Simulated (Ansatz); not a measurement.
`[SiH3]B[SiH3]` + `C[Se]C(C)=O` → `C[Se]B[SiH3]` + `CC(=O)[SiH3]`  (redistribution)

Isolated molecules relaxed with PBE0-D4/def2-TZVP in Ansatz; ΔE leaves out vibrations. CCSD(T)/CBS adds triple-zeta CCSD(T) − MP2 to the extrapolated MP2 energy (def2 sets, frozen cores). DFT in def2-TZVPP. B3LYP here is the variant with VWN-RPA as its local correlation; programs differ in this. For Se outer-core shells are correlated without core-valence functions, which leaves a few kJ/mol of doubt a bond. Scalar relativity is left out up to krypton. Each species was taken in one conformer, which may not be the lowest.

`[SiH3]B[SiH3]`:

```xyz
10

Si    1.223   -0.061    1.302
B     0.436   -0.354   -0.520
Si   -1.445    0.104   -1.045
H     1.869    1.285    1.230
H     2.278   -1.053    1.650
H     0.221   -0.027    2.401
H     1.176   -0.721   -1.388
H    -1.360    1.477   -1.631
H    -2.403    0.153    0.093
H    -1.995   -0.803   -2.091
```

`C[Se]C(C)=O`:

```xyz
11

C     1.296    1.067    0.560
Se    0.076    0.133    1.753
C    -1.063   -0.833    0.517
C    -0.796   -0.681   -0.952
O    -1.935   -1.513    0.974
H     1.971    1.625    1.207
H     1.876    0.364   -0.035
H     0.760    1.764   -0.081
H    -0.877    0.366   -1.250
H     0.216   -1.015   -1.192
H    -1.522   -1.279   -1.501
```

`C[Se]B[SiH3]`:

Cartesian coordinates in Å:
```
C -0.189 0.046 -2.507
Se 0.040 1.017 -0.829
B 0.003 -0.337 0.478
Si 0.205 0.189 2.402
H 0.686 0.217 -3.132
H -1.079 0.423 -3.009
H -0.297 -1.013 -2.286
H -0.142 -1.469 0.123
H 1.392 -0.490 2.998
H 0.373 1.657 2.583
H -0.992 -0.240 3.180
```

`CC(=O)[SiH3]`:

Z-matrix (Å, degrees):
```
C
C 1 1.501
H 1 1.095 2 109.6
H 1 1.090 2 110.7 3 121.8
H 1 1.095 2 109.6 3 -116.4
O 2 1.209 1 122.3 3 -121.8
Si 2 1.938 1 120.8 3 58.3
H 7 1.484 2 107.5 1 -121.2
H 7 1.484 2 107.5 1 120.2
H 7 1.488 2 112.3 1 -0.5
```

```
             level  ΔE (kJ/mol)  difference from CCSD(T)/CBS
            PBE-D4        -91.8                         12.8
           ωB97M-V       -102.0                          2.6
            r2SCAN        -93.0                         11.6
             B3LYP        -97.6                          7.0
    MP2/def2-TZVPP       -106.6                         -2.0
   CCSD/def2-TZVPP       -102.3                          2.3
CCSD(T)/def2-TZVPP       -103.0                          1.6
SCS-MP2/def2-QZVPP       -105.8                         -1.2
      HF/CBS(def2)        -99.7                          4.9
     MP2/CBS(def2)       -108.2                         -3.6
       CCSD(T)/CBS       -104.6                            0
```

Largest T1 diagnostic among the species: 0.015.

In def2-TZVPP, CCSD(T) changes the Hartree–Fock value by −3.1 kJ/mol (the triples alone add −0.7 kJ/mol) and MP2 by −6.7 kJ/mol. From PBE to PBE0 (25 % exact exchange), in def2-TZVPP and without D4, ΔE moves by −3.2 kJ/mol.
